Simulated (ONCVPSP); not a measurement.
## Before and after: ONCV potential for Ar

```
Element                 : Ar
Generator               : ONCVPSP 4.0.1
Type                    : optimised norm-conserving Vanderbilt (ONCV)
Functional              : PBE
Relativity              : scalar-relativistic
Frozen core             : [Ne]
Valence charge          : 8
Reference configuration : 3s2 3p6
Partial waves           : 3s: rc 1.20 bohr, ncon 4, nbas 8, qcut 7 1/bohr, 2 projectors, debl 0.6 Ha; 3p: rc 1.25 bohr, ncon 5, nbas 8, qcut 5.5 1/bohr, 2 projectors, debl 3.6 Ha; d scattering state at 0.28 Ha: rc 1.00 bohr, ncon 3, nbas 7, qcut 10.3 1/bohr, 2 projectors, debl 0.9 Ha
Local potential         : polynomial inside 0.65 bohr (lpopt 4, dvloc0 3 Ha)
Core correction         : Teter function fitted to the true core (icmod 2), fcfact 0.6
```

In the s channel the program set the typed energies aside and used -0.893, 0.250 Ha.

All-electron outer shells of the reference configuration (PBE, scalar-relativistic, ld1.x):

| shell | level (eV) | outermost node (bohr) | outermost maximum (bohr) |
| --- | --- | --- | --- |
| 2s | -296.99 | 0.12 | 0.34 |
| 2p | -229.89 | – | 0.28 |
| 3s | -24.29 | 0.52 | 1.17 |
| 3p | -10.27 | 0.49 | 1.30 |

Change: core correction none.

Cutoffs: the cutoffs (Ha) at which the residual kinetic energy of the hardest occupied pseudo-wave falls to 1 and 0.1 mHa per electron; they do not see the model core or the augmentation charge, which bear on the density cutoff. Errors are all-electron minus pseudo energies relative to the spin-unpolarised reference configuration.

Task: What does the change do?

Result: The potential gets neither clearly harder nor softer (20 Ha and 42 Ha → 20 Ha and 42 Ha); of the 4 tests that both files solve, the error grows in 1 and shrinks in 3 by more than 15 % and 0.3 meV (median size 6.3 → 3.8 meV); neither file shows a bound ghost.

| quantity | base | changed |
| --- | --- | --- |
| cutoff, loose | 20 Ha | 20 Ha |
| cutoff, tight | 42 Ha | 42 Ha |
| bound ghosts | none | none |
| GHOST(+) flags under 300 eV | s at 148.8 eV | s at 148.8 eV |
| error for 3s2 3p5, meV [ΔE 16.06 eV] | +0.1 | -0.6 |
| error for 3s2 3p4, meV [ΔE 44.72 eV] | +10 | +6.1 |
| error for 3s2 3p3, meV [ΔE 87.30 eV] | +48 | +36 |
| error for 3s1 3p6, meV [ΔE 30.67 eV] | +2.5 | +1.6 |
| s: phases at 1.22 bohr within 0.05 rad from the reference energy up to (Ha; the scan ends near 5) | 4.9 | 4.9 |
| p: phases at 1.27 bohr within 0.05 rad from the reference energy up to (Ha; the scan ends near 5) | to the end of the scan | to the end of the scan |
| d: phases at 1.01 bohr within 0.05 rad from the reference energy up to (Ha; the scan ends near 5) | to the end of the scan | to the end of the scan |
